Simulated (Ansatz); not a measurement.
Reaction: H3BO (SMILES BO) → H2BO (SMILES B[O], doublet) + H (doublet) (the H-O bond breaks)
Each species at its own B3LYP-D3(BJ)/def2-TZVP minimum (Ansatz, a quantum-chemistry and plane-wave program).

Total energies in hartree (Ansatz). UHF or UKS for unpaired electrons; spin-orbit terms are left out. Cores are frozen in correlated methods. No relativity. For partners of very few electrons the exact lower level stands in for a higher one.

```tsv
species	HF/cc-pVTZ	CCSD(T)/cc-pVTZ	HF/cc-pVQZ	CCSD(T)/cc-pVQZ	CCSDT(Q)/cc-pVTZ
1: H3BO (borinic acid, SMILES BO)	-101.36850	-101.74905	-101.37655	-101.78090	-101.74991
2: H2BO (SMILES B[O], doublet)	-100.73941	-101.07691	-100.74716	-101.10665	-101.07888
3: H (doublet)	-0.49981	-0.49981	-0.49995	-0.49995	-0.49981
```

Task: Work out the bond dissociation energy (electronic) in kcal/mol: take Hartree-Fock from cc-pVQZ, extrapolate the CCSD(T) correlation energy as X^-3 (X = 3, 4), and add CCSDT(Q) - CCSD(T) in cc-pVTZ. 1 hartree = 627.51 kcal/mol.

Result: 
Species 1: correlation (64·(-0.40435) - 27·(-0.38055))/37 = -0.42172; step -0.00086; E1 = -101.37655 + (-0.42172) + (-0.00086) = -101.79913
Species 2: correlation (64·(-0.35949) - 27·(-0.33750))/37 = -0.37554; step -0.00197; E2 = -100.74716 + (-0.37554) + (-0.00197) = -101.12467
Species 3: correlation (64·(0.00000) - 27·(0.00000))/37 = 0.00000; step +0.00000; E3 = -0.49995 + (0.00000) + (+0.00000) = -0.49995
-1·E1 +1·E2 +1·E3 = 0.17451 hartree = 109.5 kcal/mol.
